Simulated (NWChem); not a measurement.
Species: GeH₃OCl; SMILES [OH][GeH2][Cl]

```xyz
6

Ge    -0.3718    -0.4283    -0.0009
O      1.0636    -1.4562    -0.0597
Cl     0.2365     1.6494    -0.0108
H     -1.1340    -0.7273    -1.2909
H     -1.1622    -0.6358     1.3003
H      1.6636    -1.3209     0.6822
```
Atoms are numbered in this order, from 1.

Results from NWChem. Structure relaxed at the PBE0/def2-SVP level. Vertical excitations in the gas phase; the lowest state need not have the same character in each row.

For level PBE/def2-SVP, TDA:

```
Quantity                         Result
-------------------------------  ------
lowest excitation, singlet (eV)    6.80
lowest triplet (eV)                6.22
orbital gap (eV)                   6.51
```

Question: What are these values for level B3LYP/def2-SVP, TDA?

Answer: 
| Quantity | Result |
|---|---|
| lowest excitation, singlet (eV) | 7.27 |
| lowest triplet (eV) | 6.61 |
| orbital gap (eV) | 8.42 |
